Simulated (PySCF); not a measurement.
H₅Si, SMILES [SiH5-], charge -1. The structure is a stationary point at PBE-D3(BJ)/def2-TZVPD.

These are PBE-D3(BJ)/def2-TZVPD (PySCF 2.14.0) values and carry that method's errors.

Harmonic wavenumbers (cm⁻¹): 480, 480, 924, 979, 979, 1146, 1146, 1307, 1449, 1868, 1868, 1890. Rotational constants (GHz): 70.10, 56.31, 56.31; symmetry number 6.

Question: Work out the zero-point energy and the ideal-gas rigid-rotor harmonic-oscillator thermochemistry at 298.15 K and 1 atm.

Answer: ZPE = ½ Σ hcν = ½ × 14517 cm⁻¹ = 20.75 kcal/mol. H − E(el) = 23.54 kcal/mol. Entropy in cal/(mol K): translation 36.42, rotation 14.36, vibration 1.90, total 52.69. G − E(el) = 7.83 kcal/mol. Cp = 12.59 cal/(mol K).
